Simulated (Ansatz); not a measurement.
This triplet is an excited state, 2.59 eV above the relaxed singlet at the level frozen-core CCSD(T)/cc-pVTZ // PBE0-D3(BJ)/def2-TZVP (Ansatz, an electronic-structure program).

Species: CH2GeN2, SMILES `[C-]#[N+][Ge][NH2]` (excited triplet) (charge 0, multiplicity 3).

Give a relaxed geometry from PBE0-D3(BJ)/def2-TZVP in Ansatz.

This is not unique; one that fits is the end point of this relaxation, one of several conformers (outside a Z-matrix the atoms follow the SMILES, hydrogens last).
Cartesian coordinates (Å) in one orientation:
```xyz
6

C      2.865    -0.363     0.373
N      1.779     0.051     0.200
Ge     0.190     0.936    -0.059
N     -1.226    -0.252    -0.244
H     -1.926    -0.167     0.484
H     -1.681    -0.205    -1.149
```
